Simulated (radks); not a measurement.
The numbers below are computed, except where a source is named.
Question: Ionisation of the platinum ion Pt29+, [Kr] 4d10 4f3, to Pt30+, [Kr] 4d10 4f2, under several functionals. Scalar-relativistic Kohn-Sham, spin-polarised, spherical densities, finite nucleus; open shells are filled with parallel spins first (spin-orbit coupling, left out, can overturn this in heavy ions); a radial shooting solver on a logarithmic mesh with Libxc functionals. Known Delta-SCF values: exchange-only LDA 1014.9 eV; OLYP 1019.9 eV; PBEsol 1017.2 eV. What does LDA (Slater exchange, VWN5 correlation) give, and what is its highest occupied eigenvalue?

Answer: 1017.6 eV by Delta-SCF; the 4f eigenvalue is -990.76 eV. NIST: 1040 eV (theoretical).
